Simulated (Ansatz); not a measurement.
Reaction (SMILES): CNB(C)C -> C[N]B(C)C + H atom (the H-N bond at the site shown breaks; other sites are not compared here)
Structures are relaxed separately at B3LYP-D3(BJ)/def2-TZVP in Ansatz (a first-principles code), one conformer each, not searched for the lowest.

Quantity: bond dissociation energy (electronic energy difference), in kJ/mol. Correlated levels leave the core frozen unless marked. UHF or UKS for open shells. No spin-orbit coupling. Non-relativistic. CBS marks a two-point X^-3 extrapolation of the correlation energy; Hartree-Fock from the larger set.

CCSD(T)/CBS(cc-pVTZ,cc-pVQZ) (Ansatz) gives 489.8 kJ/mol.

Q: Another calculation gave 458.4 kJ/mol. Which level was it?
(A) r2SCAN0/def2-TZVPD (Ansatz)
(B) BLYP/def2-TZVPD (Ansatz)
(C) wB97X-V/def2-TZVPD (Ansatz)
(D) SVWN5/def2-TZVPD (Ansatz)

A: A, r2SCAN0/def2-TZVPD (Ansatz). The others give 477.4 (wB97X-V), 503.0 (SVWN5), 443.6 (BLYP) kJ/mol.
